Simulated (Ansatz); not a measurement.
```yaml
crystal:
  periodic: [false, false, false]
  atoms:
    - {symbol: Ta, position_ang: [-0.945867, 0.890540, -0.950710]}
    - {symbol: Ta, position_ang: [-0.053049, 0.193652, 1.597288]}
    - {symbol: Ta, position_ang: [1.384397, 1.345429, -0.117076]}
    - {symbol: Ta, position_ang: [-1.384455, -1.345362, 0.117162]}
    - {symbol: Ta, position_ang: [0.998973, -1.084269, -0.646664]}
basis:
  gaussian: {orbitals: def2-SVP}
total_charge: -1
hamiltonian: {xc: {name: CCSD(T)}}
scf: {lower_state_search: off}
```

```sh
$ ansatz run in.yaml --threads 4 --pin off --events-out ev --progress --plain --max-ram 4787MiB
```

Predict how Ansatz answers.

The input was rejected before any iteration. The method's name isn't one that the program takes here.
```
Error: YAML parse error: error: line 12 column 19: hamiltonian.xc: no functional is named "CCSD(T)"; the names, which are not case-sensitive, are SVWN5, SPW92, PBE, PBE0, PBEsol, revPBE, revPBE0, RPBE, rPW86-PBE, HSE06, wPBEh, LC-wPBE, HISS, HF, BLYP, B3LYP, B3LYP5, BHLYP, CAM-B3LYP, r2SCAN, r2SCANh, r2SCAN0, r2SCAN50, m-r2SCAN, B97, wB97, wB97X, wB97X-V, B97M-V, wB97M-V, B2PLYP, B2GP-PLYP, PBE0-DH, PBE-QIDH
10 |   gaussian: {orbitals: def2-SVP}
11 | total_charge: -1
12 | hamiltonian: {xc: {name: CCSD(T)}}
13 | scf: {lower_state_search: off}
```
